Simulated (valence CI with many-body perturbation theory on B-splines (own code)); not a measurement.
## E1 line list for Ge XXVI

Level of theory: configuration interaction combined with many-body perturbation theory (CI+MBPT): five valence electrons over a frozen Dirac-Fock core [He], a basis of 11 s, 11 p, 10 d, 8 f, 5 g, 2 h functions for each j, with the one-electron correlation potential Σ1 (screened to all orders), the two-electron term Σ2, the three-electron term Σ3, Breit, model QED; selected single and double excitations, second order for the rest, scaled by the run's own slope (own B-spline code, finite nucleus).

No measured levels were compared; by estimate levels of excited configurations hold to 0.05 to 0.15 % of their energy, terms of the ground configuration to about 0.5 %. Among the levels kept, up to 5600 cm⁻¹ of a level comes from second order outside the variational space, and about a tenth of that is noise between levels of different J, which matters for small intervals.

Lines 51 to 100 of 600 in falling wavelength, among levels below 14139 × 10³ cm⁻¹, chosen from the strongest by gf and those to the six lowest levels. Wavelengths and rates use the calculated energies, so an error of 1000 cm⁻¹ moves a line at 30.84 nm by 0.31 % and its rate by three times that or more. Electric multipoles are in the length gauge with retardation, E1 and E2 with the static RPA response of the core. Weak lines are less certain than strong ones. Lines between different terms over intervals too small for the method are left out, as are lines whose strength nearly cancels. Where a level lies close to another of its J and parity, the split of strength between their lines is uncertain. The highest levels of a list are the least certain.

Names give the largest LS component (configuration and term), which can be under half, so a name can repeat, a term be missing and a line seem to break the LS rules; names also repeat where a configuration has a term twice. Letters in brackets count levels of one name in rising energy.

| λ vac (nm) | Upper | Lower | A (s⁻¹) | S (a.u.) with core polarisation | S without |
| --- | --- | --- | --- | --- | --- |
| 30.84 | 2s²2p²3p ²D°_5/2 [b] | 2s²2p²3s ²D_3/2 | 2.08e+09 | 1.81e-01 | 1.81e-01 |
| 30.80 | 2s2p³3d ²D°_3/2 [c] | 2s2p³3p ²P_1/2 [d] | 2.22e+09 | 1.28e-01 | 1.28e-01 |
| 30.76 | 2s²2p²3p ²P°_1/2 [c] | 2s²2p²3s ²S_1/2 | 4.22e+09 | 1.21e-01 | 1.21e-01 |
| 30.68 | 2s2p³3d ⁴F°_7/2 [a] | 2s2p³3p ⁴D_5/2 [a] | 1.88e+09 | 2.15e-01 | 2.15e-01 |
| 30.65 | 2s2p³3d ⁴G°_9/2 | 2s2p³3p ⁴F_7/2 | 3.24e+09 | 4.60e-01 | 4.60e-01 |
| 30.49 | 2s2p³3d ⁴D°_5/2 [b] | 2s2p³3p ⁴P_5/2 [b] | 1.91e+09 | 1.60e-01 | 1.60e-01 |
| 30.32 | 2s2p³3d ²F°_5/2 [c] | 2s2p³3p ²D_5/2 [b] | 1.07e+09 | 8.86e-02 | 8.86e-02 |
| 30.29 | 2s2p³3d ²D°_5/2 [e] | 2s2p³3p ²P_3/2 [c] | 2.52e+09 | 2.07e-01 | 2.07e-01 |
| 30.28 | 2s²2p²3d ²F_7/2 [c] | 2s²2p²3p ²D°_5/2 [a] | 3.06e+09 | 3.35e-01 | 3.35e-01 |
| 30.26 | 2s²2p²3d ⁴F_7/2 | 2s²2p²3p ⁴P°_5/2 | 2.33e+09 | 2.54e-01 | 2.54e-01 |
| 30.25 | 2s2p³3d ²G°_7/2 [b] | 2s2p³3p ⁴P_5/2 [d] | 3.37e+09 | 3.69e-01 | 3.69e-01 |
| 30.22 | 2s2p³3d ⁴D°_7/2 [c] | 2s2p³3p ⁴P_5/2 [e] | 3.81e+09 | 4.15e-01 | 4.15e-01 |
| 30.18 | 2s2p³3d ⁴D°_7/2 [b] | 2s2p³3p ²F_7/2 [a] | 7.91e+08 | 8.59e-02 | 8.59e-02 |
| 30.15 | 2s2p³3p ²D_3/2 [a] | 2s2p³3s ²P°_1/2 [a] | 2.74e+09 | 1.48e-01 | 1.48e-01 |
| 30.10 | 2s²2p²3d ⁴F_9/2 | 2s²2p²3p ⁴D°_7/2 | 3.86e+09 | 5.19e-01 | 5.19e-01 |
| 29.82 | 2s2p³3p ⁴D_7/2 [b] | 2s2p³3s ⁴P°_5/2 | 4.95e+09 | 5.18e-01 | 5.19e-01 |
| 29.71 | 2s2p³3d ²F°_5/2 [a] | 2s2p³3p ²D_3/2 [a] | 1.27e+09 | 9.85e-02 | 9.85e-02 |
| 29.68 | 2s²2p²3d ²G_9/2 | 2s²2p²3p ²F°_7/2 | 4.04e+09 | 5.21e-01 | 5.21e-01 |
| 29.64 | 2s²2p²3p ²P°_1/2 [b] | 2s²2p²3s ²D_3/2 | 3.90e+09 | 1.00e-01 | 1.00e-01 |
| 29.59 | 2s2p³3d ²F°_7/2 [b] | 2s2p³3p ⁴D_7/2 [b] | 1.29e+09 | 1.32e-01 | 1.32e-01 |
| 29.58 | 2s2p³3p ²D_5/2 [c] | 2s2p³3s ²P°_3/2 | 4.35e+09 | 3.33e-01 | 3.33e-01 |
| 29.51 | 2s²2p²3p ⁴D°_5/2 | 2s²2p²3s ⁴P_3/2 | 1.43e+09 | 1.09e-01 | 1.09e-01 |
| 29.48 | 2s²2p²3p ²D°_5/2 [a] | 2s²2p²3s ²D_5/2 | 2.16e+09 | 1.64e-01 | 1.64e-01 |
| 29.42 | 2s2p³3d ²F°_7/2 [a] | 2s2p³3p ²D_5/2 [a] | 2.64e+09 | 2.66e-01 | 2.66e-01 |
| 29.38 | 2s2p³3p ²D_3/2 [c] | 2s2p³3s ²D°_5/2 [b] | 2.63e+09 | 1.32e-01 | 1.32e-01 |
| 29.23 | 2s²2p²3d ²D_5/2 [d] | 2s²2p²3p ²P°_3/2 [c] | 3.93e+09 | 2.90e-01 | 2.90e-01 |
| 29.20 | 2s2p³3d ²G°_9/2 [a] | 2s2p³3p ²F_7/2 [a] | 3.18e+09 | 3.91e-01 | 3.91e-01 |
| 29.17 | 2s²2p²3d ²F_5/2 | 2s²2p²3p ²D°_3/2 [a] | 3.19e+09 | 2.34e-01 | 2.34e-01 |
| 29.10 | 2s2p³3d ⁴P°_5/2 [b] | 2s2p³3p ⁴P_3/2 [c] | 2.54e+09 | 1.86e-01 | 1.86e-01 |
| 29.04 | 2s2p³3p ²F_7/2 [b] | 2s2p³3s ²D°_5/2 [b] | 5.51e+09 | 5.32e-01 | 5.33e-01 |
| 29.01 | 2s2p³3d ⁴F°_7/2 [b] | 2s2p³3p ⁴D_5/2 [b] | 2.85e+09 | 2.75e-01 | 2.75e-01 |
| 28.97 | 2s²2p²3d ⁴F_5/2 [a] | 2s²2p²3p ⁴D°_3/2 [a] | 4.27e+09 | 3.07e-01 | 3.07e-01 |
| 28.95 | 2s2p³3d ²D°_5/2 [b] | 2s2p³3p ²D_5/2 [a] | 2.06e+09 | 1.48e-01 | 1.48e-01 |
| 28.89 | 2s²2p²3d ⁴F_7/2 | 2s²2p²3p ⁴D°_5/2 | 1.60e+09 | 1.53e-01 | 1.53e-01 |
| 28.84 | 2s²2p²3p ²D°_5/2 [b] | 2s²2p²3s ²D_5/2 | 2.52e+09 | 1.79e-01 | 1.79e-01 |
| 28.79 | 2s2p³3p ⁴F_7/2 | 2s2p³3s ⁴D°_5/2 | 4.21e+09 | 3.97e-01 | 3.97e-01 |
| 28.79 | 2s2p³3d ⁴P°_5/2 [a] | 2s2p³3p ⁴D_3/2 [b] | 2.18e+09 | 1.54e-01 | 1.54e-01 |
| 28.75 | 2s2p³3d ⁴D°_3/2 [a] | 2s2p³3p ⁴P_1/2 [a] | 1.91e+09 | 8.95e-02 | 8.95e-02 |
| 28.74 | 2s2p³3p ⁴P_5/2 [e] | 2s2p³3s ⁴S°_3/2 [b] | 5.07e+09 | 3.56e-01 | 3.56e-01 |
| 28.64 | 2s2p³3d ²P°_1/2 [a] | 2s2p³3p ²P_3/2 [a] | 3.49e+09 | 8.09e-02 | 8.09e-02 |
| 28.62 | 2s2p³3d ⁴D°_5/2 [a] | 2s2p³3p ⁴P_5/2 [a] | 1.33e+09 | 9.25e-02 | 9.25e-02 |
| 28.53 | 2s²2p²3p ⁴D°_7/2 | 2s²2p²3s ⁴P_5/2 | 5.33e+09 | 4.89e-01 | 4.89e-01 |
| 28.52 | 2s2p³3d ²P°_3/2 [a] | 2s2p³3p ⁴P_3/2 [b] | 1.94e+09 | 8.87e-02 | 8.87e-02 |
| 28.52 | 2s2p³3d ⁴P°_3/2 [b] | 2s2p³3p ⁴P_5/2 [b] | 2.99e+09 | 1.37e-01 | 1.37e-01 |
| 28.52 | 2s2p³3d ²D°_3/2 [b] | 2s2p³3p ²P_1/2 [b] | 2.55e+09 | 1.17e-01 | 1.17e-01 |
| 28.40 | 2s2p³3p ²P_3/2 [e] | 2s2p³3s ²P°_1/2 [b] | 3.78e+09 | 1.71e-01 | 1.71e-01 |
| 28.39 | 2s²2p²3d ²F_7/2 [b] | 2s²2p²3p ²F°_5/2 | 4.05e+09 | 3.66e-01 | 3.66e-01 |
| 28.37 | 2s²2p²3p ²F°_7/2 | 2s²2p²3s ²D_5/2 | 5.36e+09 | 4.84e-01 | 4.84e-01 |
| 28.37 | 2s2p³3p ²P_3/2 [c] | 2s2p³3s ²D°_3/2 [c] | 3.30e+09 | 1.49e-01 | 1.49e-01 |
| 28.31 | 2s2p³3p ⁴P_5/2 [d] | 2s2p³3s ²D°_3/2 [b] | 3.51e+09 | 2.36e-01 | 2.36e-01 |
